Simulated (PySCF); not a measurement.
NMR data simulated for an unnamed compound:

¹H NMR (400 MHz, computed): δ 7.69 (br, 1H), 2.13 (qq, J = 12.6, 1.7 Hz, 2H), 1.16 (t, J = 1.7 Hz, 3H).

¹³C{¹H} NMR (computed): δ 132.6 (C, q, J = 338.3 Hz), 39.6 (CH2, q, J = 32.3 Hz), 15.9 (CH3).

No solvent model, one conformer, rapidly exchanging positions averaged, non-relativistic. GIAO PBE0/pcSseg-1 shieldings; geometry from PBE0-D3(BJ)/def2-SVP; B3LYP/pcJ-1 coupling constants (spin–dipole term only in couplings to heteroatoms); PySCF.

References, each an isolated molecule treated in the same way: ¹H, ¹³C against TMS.

Q: Which of these does the molecule contain: a tert-butyl group, a benzene ring, a CF3 group, a non-aromatic C=C double bond?

A: 
- A tert-butyl group: no.
- A benzene ring: no.
- A CF3 group: yes (δC 132.6).
- A non-aromatic C=C double bond: no.

The data belong to `CBCC(F)(F)F`, C3H6BF3; they needn't prove each group on their own.

Carbon signals by region: 1 in the sp2 and nitrile region (100–160 ppm), 2 below 50 ppm.

Hydrogens on boron are broadened and split by ¹¹B (spin 3/2, 80 %) and 10B (spin 3). A carbon bonded to boron is broadened by the quadrupolar boron nucleus and is often missing from a measured spectrum. C–F couplings over four or more bonds (about 3 Hz to the para carbon of a fluoroarene) are left out. Common functionals overestimate the size of one-bond C–F couplings by tens of Hz; these are unscaled. Splittings below 1 Hz are ignored in the labels, and close J values are merged. Shifts are as computed. Against solution values, carbons near 30 ppm lie about +2 ppm off and those near 130 ppm about +5 ppm. Of 1309 compounds with measured shifts, 239 miss one by over three times the rms of a fit or turn the order of signals round; such compounds aren't used in these exercises. 3J across rotatable bonds or in flexible rings reflects this conformer alone.
